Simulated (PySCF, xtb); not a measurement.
CsI, SMILES [I][Cs].

Harmonic wavenumbers (cm⁻¹) from GFN2-xTB in xtb at its own minimum, in rising order: 121.

### Question
What does PBE0-D3(BJ)/def2-TZVPD in PySCF give at its own minimum? (An estimate is asked for; the answer gives what the named calculation found.)

### Answer
116. Paired by order, the mean absolute difference is 5 cm⁻¹ and the zero-point energies are 0.2 and 0.2 kcal/mol.
